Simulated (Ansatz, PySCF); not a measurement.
Potential energy surface of H2Mg, singlet: symmetric bend, bond length relaxed. Scanned: H-Mg-H angle. Other coordinates (Mg-H bond length) were minimised at B3LYP/def2-TZVP. Each profile is relative to its own lowest point.

```json
[
 {"a / °": "180", "A": "0.0", "B": "0.0", "C": "0.0"},
 {"a / °": "169.48", "A": "0.7", "B": "0.6", "C": "0.6"},
 {"a / °": "161.80", "A": "2.0", "B": "1.8", "C": "1.9"},
 {"a / °": "149.18", "A": "5.7", "B": "5.2", "C": "5.5"},
 {"a / °": "138.16", "A": "10.8", "B": "9.8", "C": "10.3"},
 {"a / °": "132.32", "A": "14.2", "B": "12.9", "C": "13.4"},
 {"a / °": "121.58", "A": "22.0", "B": "19.9", "C": "20.5"},
 {"a / °": "110.42", "A": "32.3", "B": "29.2", "C": "30.1"},
 {"a / °": "101.29", "A": "42.9", "B": "38.6", "C": "39.8"},
 {"a / °": "90.50", "A": "58.4", "B": "52.3", "C": "53.9"},
 {"a / °": "80.80", "A": "75.8", "B": "67.5", "C": "69.7"},
 {"a / °": "69.17", "A": "101.9", "B": "90.1", "C": "93.6"},
 {"a / °": "60", "A": "127.1", "B": "111.7", "C": "117.1"}
]
```

Energies in mEh.

Q: Match the curves with the methods CCSDT(Q) on RHF/cc-pVTZ, frozen core (Ansatz, a quantum-chemistry and plane-wave program); RHF/cc-pVTZ run with Ansatz; restricted B3LYP/6-31G*, spherical d (PySCF).

A: A is RHF/cc-pVTZ; B is CCSDT(Q)/cc-pVTZ; C is RKS-B3LYP/6-31G*.
